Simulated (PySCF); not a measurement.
Molecule: SMILES CCc1ccncc1, C₇H₉N.

Numbering as in the mapped SMILES `[CH3:1][CH2:2][c:3]1[cH:4][cH:5][n:6][cH:7][cH:8]1`; H(Xn) means a hydrogen on atom n.

Geometry PBE0-D3(BJ)/def2-SVP throughout; GIAO in PySCF 2.14.0 with density-fitted response routines, gas phase, one conformer, non-relativistic; equivalent atoms averaged; functional PBE0.

For orientation, aug-cc-pVDZ gives these absolute shieldings σ: C3 42.5, C4/C8 73.1, C2 162.1, C1 175.5, N6 -56.0, H(C5)/H(C7) 22.52, H(C4)/H(C8) 24.10, H(C2) 28.79, H(C1) 30.21 ppm.

A run gave: C3 114.7, C4/C8 126.0, C2 202.8, C1 213.3, N6 27.8, H(C5)/H(C7) 23.96, H(C4)/H(C8) 25.64, H(C2) 30.36, H(C1) 31.64 ppm (absolute shieldings σ).

Task: Which basis set was used in that run?
A. pcSseg-0
B. cc-pVDZ
C. 6-31G*
D. STO-3G

Result: D. C3 tells them apart best: STO-3G gives 114.7, 6-31G* gives 49.7, pcSseg-0 gives 35.1, cc-pVDZ gives 44.9 ppm.
